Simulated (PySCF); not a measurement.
# Spectroscopy problems

[PySCF 2.14: shielding tensors at PBE0/pcSseg-1 (GIAO); geometry from GFN2-xTB; relativity neglected; gas phase; single conformer; equivalent nuclei averaged]

Referencing at the same level of theory: ¹H (σ = 31.72 ppm) and ¹³C (σ = 186.93 ppm) vs TMS. Splittings of carbon signals by F and P are missing where no couplings were computed. Where no couplings were computed, multiplicities follow the n + 1 count of equivalent neighbours, and m marks all less simple cases (inequivalent or close neighbours, rings, F or P nearby). Shifts are as computed. Against solution values, carbons near 30 ppm lie about +3 ppm off and those near 130 ppm about +5 ppm (rms about the fit 2.1 ppm; single classes can miss by 10 ppm). Of 1328 compounds with measured shifts, 309 miss one by over three times the rms of a fit or turn the order of signals round; such compounds aren't used in these exercises. Signals without a measured value on file couldn't be tested in this way; 1H shifts scatter by 0.2 ppm about their fit, and single ones miss by 0.5 ppm.

(1) C5H6O2. ¹H NMR (400 MHz, computed): δ 8.01 (m, 1H), 7.10 (m, 1H), 6.36 (m, 1H), 6.34 (m, 1H), 5.17 (m, 1H), 4.91 (m, 1H). ¹³C{¹H} NMR (computed): δ 168.2 (C), 149.4 (CH), 143.1 (CH2), 135.8 (CH), 102.4 (CH2). Identify the compound.

(2) CH10Si3. ¹H NMR (400 MHz, computed): δ 4.17 (m, 2H), 3.98 (t, 3H), 3.43 (t, 3H), -0.08 (m, 2H). ¹³C{¹H} NMR (computed): δ -14.7. Identify the compound.

(3) C5H6O2. ¹H NMR (600 MHz, computed): δ 6.10 (m, 1H), 6.09 (m, 1H), 6.04 (m, 1H), 5.73 (m, 1H), 5.53 (m, 1H), 5.46 (m, 1H). ¹³C{¹H} NMR (computed): δ 209.3, 138.7, 121.3, 108.2, 91.3. Identify the compound.

(4) C4H7FO2. ¹H NMR (500 MHz, computed): δ 4.97 (m, 2H), 3.88 (s, 3H), 2.85 (m, 2H). ¹³C{¹H} NMR (computed): δ 177.5, 82.6, 53.8, 37.8. What is it?

Results:

(1) vinyl acrylate (SMILES C=COC(=O)C=C). The formula gives 3 degrees of unsaturation (no ring in the answer). 5 carbon signals for 5 carbons: no two carbons are equivalent. Carbon types of the structure: 1 × C, 2 × CH, 2 × CH2, which accounts for all hydrogens. δC 168.2: ester carbonyl carbon; lone-pair donation from the attached heteroatom keeps it upfield of a ketone carbonyl. δC 149.4: alkene carbon bearing oxygen; an sp2 carbon further deshielded by the attached heteroatom. δC 143.1: β carbon of a C=C–C=O unit; conjugation with the carbonyl draws π density from the β position. δC 135.8: α carbon of a C=C–C=O unit; an sp2 carbon of a C=C bond.

The shifts were computed for this structure.

(2) SMILES [SiH3]C[SiH2][SiH3]. The formula gives 0 degrees of unsaturation. Carbon types of the structure: 1 × CH2, leaving 8 H on heteroatoms. δC -14.7: sp3 CH2 bonded to 2 Si; an electropositive neighbour leaves it electron-rich and shielded. δH 4.17: hydrogen on a silicon bonded to C, Si. δH 3.43: hydrogen on a silicon bonded to Si. δH -0.08: hydrogen on an sp3 CH2 bonded to 2 Si; an electropositive neighbour shields it, as in TMS itself.

(3) `C=C[C@H]1OCC1=O`. Rings plus π bonds: 3 (1 ring in the answer). 5 carbon signals for 5 carbons: no two carbons are equivalent. Carbon types of the structure: 1 × C, 2 × CH, 2 × CH2, which accounts for all hydrogens. δC 209.3: ketone carbonyl carbon; low-lying n→π* states of the double bond to the heteroatom give a large paramagnetic term (-275 ppm). δC 138.7: alkene CH; an sp2 carbon of a C=C bond. δC 108.2: sp3 CH bonded to O, α to a carbonyl; deshielded by the electronegative neighbour. δC 91.3: sp3 CH2 bonded to O, α to a carbonyl; the inductive effect lowers its shielding.

This is the structure that produced the data. Such data don't tell enantiomers apart.

(4) SMILES COC(=O)CCF. The formula gives 1 degree of unsaturation (no ring in the answer). 4 carbon signals for 4 carbons: no two carbons are equivalent. Carbon types of the structure: 1 × C, 2 × CH2, 1 × CH3, which accounts for all hydrogens. δC 177.5: ester carbonyl carbon; lone-pair donation from the attached heteroatom keeps it upfield of a ketone carbonyl. δC 82.6: sp3 CH2 bonded to F; pulled downfield by the heteroatom. δC 53.8: methyl carbon bonded to O; pulled downfield by the heteroatom. δH 3.88: hydrogen on a methyl carbon bonded to O; its carbon carries O, which withdraws density.

The data come from this structure; uniqueness wasn't tested.
